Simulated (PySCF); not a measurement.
Excitation energy of Ru²⁺ by level of theory

Ru²⁺ [Kr] 4d6 (5D) → Ru²⁺ [Kr] 4d5 5p1 (7P), as a difference of total energies. All numbers are calculated (PySCF 2.14, a scalar-relativistic core potential, in aug-cc-pVTZ-PP with one added diffuse shell each of s, p, d, f, g type with ECP28MDF (7s7p6d4f3g, 113 functions)). Correlated levels: valence: 4s2 4p6 frozen. The calculations carry no spin-orbit coupling.

```tsv
method	excitation energy (cm⁻¹)
UHF	67515
LDA	72894
PBE	73393
PBE0	73948
r2SCAN	70487
PW91	73619
M06	80897
r2SCAN0	71845
MP2 (valence)	74046
SCS-MP2 (valence)	78426
```
